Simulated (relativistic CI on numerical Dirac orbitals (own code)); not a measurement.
# Forbidden lines of Cr⁷⁺

Calculated at this level of theory: Dirac-Coulomb-Breit CI, orbitals from a KLI potential per configuration, model QED (radiative potential, 1s self-energy scaled to tabulated hydrogen-like ionisation energies), unscaled Slater integrals (own radial code, finite nucleus).

CI space (outside the closed core [Ne]): 3s2 3p5, 3s 3p6, 3s2 3p4 3d, 3s 3p5 3d, 3p6 3d, 3s2 3p4 4s, 3s 3p4 3d2, 3s2 3p4 4p, 3s2 3p3 3d 4p, 3p6 4s, 3s2 3p4 4d, 3p6 4p, 3s 3p5 4s, 3s 3p4 3d 4s, 3s2 3p4 4f, 3s 3p5 4p, 3s2 3p4 5s, 3s2 3p4 5p, 3s2 3p4 5d, 3s2 3p3 4s 4p, 3s 3p5 4d, 3s2 3p4 5f, 3s2 3p4 5g, 3s2 3p4 6s, 3s2 3p4 6p, 3p5 3d 4p, 3s 3p5 4f, 3s2 3p4 6d, 3s 3p4 4s2, 3s2 3p3 3d2, 3s2 3p2 3d3, 3s 3p3 3d3, 3s2 3p2 3d2 4s, 3s2 3p2 3d2 4p, 3s2 3p2 3d2 4d, 3p5 3d2, 3p4 3d3, 3p4 3d2 4s, 3p4 3d2 4p, 3p4 3d2 4d, 3s2 3p3 3d 4s, 3s 3p3 3d2 4s, 3s2 3p2 3d 4s2, 3s2 3p2 3d 4s 4p, 3s2 3p2 3d 4s 4d, 3s2 3p3 4s2, 3s 3p3 3d 4s2, 3s2 3p2 4s2 4p, 3s2 3p2 4s2 4d, 3p5 3d 4s, 3p4 3d 4s2, 3p4 3d 4s 4p, 3p4 3d 4s 4d, 3s2 3p3 4p2, 3s2 3p2 3d 4p2, 3s 3p3 3d 4p2, 3s2 3p2 4s 4p2, 3s2 3p2 4p3, 3s2 3p2 4p2 4d. Double excitations out of closed p, d and f shells are left out; levels of such configurations are missing from the list, as are those of other unlisted configurations, and high levels can miss mixing partners. These lack a partner that the ground configuration has and come out too high: 3s2 3p4 4f, 3s 3p5 4p, 3s2 3p4 5s, 3s2 3p4 5p, 3s2 3p4 5d.

| λ vac (Å) | Lower | Upper | Type | A (s⁻¹) | gf | Branching (%) |
| --- | --- | --- | --- | --- | --- | --- |
| 686.94 | 3s 3p5 3d 4F°_9/2 [35] | 3s2 3p3 3d2 4H°_13/2 [82] | E2 | 1.70e+00 | 1.68e-09 | 70.9 |
| 1117.7 | 3s2 3p4 3d 4D_7/2 [4] | 3s2 3p4 3d 2F_7/2 [24] | M1 | 2.45e+01 | 3.67e-08 | 33.2 |
| 1121.5 | 3s2 3p4 3d 4D_5/2 [5] | 3s2 3p4 3d 2F_7/2 [24] | M1 | 6.82e+00 | 1.03e-08 | 9.2 |
| 1397.1 | 3s2 3p3 3d2 6F°_11/2 [54] | 3s2 3p3 3d2 4H°_13/2 [82] | M1 | 1.82e-01 | 7.45e-10 | 7.6 |
| 1397.1 | 3s2 3p3 3d2 6F°_11/2 [54] | 3s2 3p3 3d2 4H°_13/2 [82] | E2 | 2.12e-01 | 8.70e-10 | 8.9 |
| 1611.5 | 3s2 3p3 3d2 4G°_11/2 [74] | 3s2 3p3 3d2 2I°_13/2 [109] | M1 | 6.61e-02 | 3.60e-10 | 2.4 |
| 1650.1 | 3s2 3p4 3d 4F_9/2 [8] | 3s2 3p4 3d 2F_7/2 [24] | M1 | 2.39e+01 | 7.81e-08 | 32.4 |
| 1724.8 | 3s2 3p4 3d 4D_7/2 [4] | 3s2 3p4 3d 2G_7/2 [21] | M1 | 6.46e+00 | 2.31e-08 | 32.0 |
| 1733.7 | 3s2 3p4 3d 4D_5/2 [5] | 3s2 3p4 3d 2G_7/2 [21] | M1 | 2.82e+00 | 1.02e-08 | 14.0 |
| 1745.5 | 3s2 3p4 3d 4D_7/2 [4] | 3s2 3p4 3d 2G_9/2 [20] | M1 | 8.95e-01 | 4.09e-09 | 3.5 |
| 1819.2 | 3s2 3p4 3d 4F_5/2 [11] | 3s2 3p4 3d 2F_7/2 [24] | M1 | 4.64e+00 | 1.84e-08 | 6.3 |
| 1959.7 | 3s2 3p4 3d 4D_7/2 [4] | 3s2 3p4 3d 2F_7/2 [19] | M1 | 9.74e+00 | 4.48e-08 | 49.6 |
| 1971.2 | 3s2 3p4 3d 4D_5/2 [5] | 3s2 3p4 3d 2F_7/2 [19] | M1 | 2.15e+00 | 1.00e-08 | 11.0 |
| 2419.4 | 3s2 3p4 3d 4P_5/2 [17] | 3s2 3p4 3d 2F_7/2 [24] | M1 | 1.75e+00 | 1.23e-08 | 2.4 |
| 2500.7 | 3s2 3p4 3d 2D_5/2 [18] | 3s2 3p4 3d 2F_7/2 [24] | M1 | 2.84e+00 | 2.13e-08 | 3.8 |
| 2522.3 | 3s2 3p3 3d2 4H°_13/2 [82] | 3s2 3p3 3d2 2I°_13/2 [109] | M1 | 2.94e-01 | 3.92e-09 | 10.7 |
| 2601.6 | 3s2 3p4 3d 2F_7/2 [19] | 3s2 3p4 3d 2F_7/2 [24] | M1 | 1.70e+00 | 1.38e-08 | 2.3 |
| 2979.4 | 3s2 3p3 3d2 2H°_11/2 [90] | 3s2 3p3 3d2 2I°_13/2 [109] | M1 | 2.15e+00 | 4.01e-08 | 78.6 |
| 3108.1 | 3s2 3p4 3d 4D_7/2 [4] | 3s2 3p4 3d 4F_7/2 [10] | M1 | 3.68e+00 | 4.27e-08 | 71.0 |
| 3137.0 | 3s2 3p4 3d 4D_5/2 [5] | 3s2 3p4 3d 4F_7/2 [10] | M1 | 2.73e-01 | 3.22e-09 | 5.3 |
| 3175.7 | 3s2 3p4 3d 2G_7/2 [21] | 3s2 3p4 3d 2F_7/2 [24] | M1 | 1.95e+00 | 2.36e-08 | 2.6 |
| 3434.7 | 3s2 3p4 3d 4F_9/2 [8] | 3s2 3p4 3d 2G_7/2 [21] | M1 | 1.46e+00 | 2.07e-08 | 7.2 |
| 3464.7 | 3s2 3p4 3d 4D_7/2 [4] | 3s2 3p4 3d 4F_9/2 [8] | M1 | 5.03e+00 | 9.04e-08 | 99.8 |
| 3517.9 | 3s2 3p4 3d 4F_9/2 [8] | 3s2 3p4 3d 2G_9/2 [20] | M1 | 2.00e+01 | 3.72e-07 | 79.0 |
| 3875.5 | 3s2 3p4 3d 4F_7/2 [10] | 3s2 3p4 3d 2G_7/2 [21] | M1 | 5.58e+00 | 1.00e-07 | 27.6 |
| 3981.7 | 3s2 3p4 3d 4F_7/2 [10] | 3s2 3p4 3d 2G_9/2 [20] | M1 | 3.18e+00 | 7.57e-08 | 12.6 |
| 4259.1 | 3s2 3p4 3d 4F_5/2 [11] | 3s2 3p4 3d 2G_7/2 [21] | M1 | 1.72e+00 | 3.74e-08 | 8.5 |
| 4462.7 | 3s2 3p3 3d2 4G°_11/2 [74] | 3s2 3p3 3d2 4H°_13/2 [82] | M1 | 1.85e-01 | 7.74e-09 | 7.7 |
| 4511.6 | 3s2 3p4 3d 4F_9/2 [8] | 3s2 3p4 3d 2F_7/2 [19] | M1 | 1.93e+00 | 4.70e-08 | 9.8 |
| 4717.6 | 3s2 3p3 3d2 4G°_11/2 [97] | 3s2 3p3 3d2 2I°_13/2 [109] | M1 | 9.54e-02 | 4.45e-09 | 3.5 |
| 5304.0 | 3s2 3p4 3d 4F_7/2 [10] | 3s2 3p4 3d 2F_7/2 [19] | M1 | 2.73e+00 | 9.22e-08 | 13.9 |
| 6049.6 | 3s2 3p4 3d 4F_5/2 [11] | 3s2 3p4 3d 2F_7/2 [19] | M1 | 3.03e+00 | 1.33e-07 | 15.4 |
| 10163.2 | 3s2 3p5 2P°_3/2 [1] | 3s2 3p5 2P°_1/2 [2] | M1 | 1.71e+01 | 5.30e-07 | 100.0 |
| 14389.9 | 3s2 3p4 3d 2F_7/2 [19] | 3s2 3p4 3d 2G_7/2 [21] | M1 | 1.96e+00 | 4.88e-07 | 9.7 |
| 15971.5 | 3s2 3p4 3d 2F_7/2 [19] | 3s2 3p4 3d 2G_9/2 [20] | M1 | 1.05e+00 | 4.01e-07 | 4.1 |
| 30198.2 | 3s2 3p4 3d 4F_9/2 [8] | 3s2 3p4 3d 4F_7/2 [10] | M1 | 1.18e+00 | 1.29e-06 | 22.8 |
| 70766.0 | 3s2 3p3 3d2 4H°_11/2 [81] | 3s2 3p3 3d2 4H°_13/2 [82] | M1 | 8.30e-02 | 8.72e-07 | 3.5 |

Terms are leading LS components. Brackets give the number of a level in order of energy, since labels repeat. The list gives strong lines, with weight on those to low levels, among the lowest 400 of 10134 levels, so that lines to higher ones, which can be the strongest, are missing. Levels whose partners in the same complex of configurations lie outside the list can be far off, and so can their lines. Rates are taken at the computed energies, electric ones in the length gauge.

At this charge configurations can still be misplaced by up to about 7 % of their energy. 17 of the 21 excited levels that our extract of the measured tables holds in this range could be paired (the sources list more); they are missed by 32177 cm⁻¹ on average and 124785 at most, and levels without a partner can miss by more.
